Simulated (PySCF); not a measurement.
A calculated (M06-L, PySCF 2.14, def2-TZVPPD, no relativity, point nucleus) atom or ion has these occupied shells.

```
shell  electrons  orbital energy (eV)  rms radius, mean of both spins (bohr)
 1s α          1              -859.92                                  0.183
 1s β          1              -858.88                                  0.183
 2s α          1              -59.330                                  0.944
 2s β          1              -55.128                                  0.944
 2p α          3              -34.042                                  0.993
 2p β          2              -31.669                                  0.993
```

Task: Name the element and its charge.

Result: Ne+ (neon, charge +1), in [He] 2s2 2p5, 2P determinant.
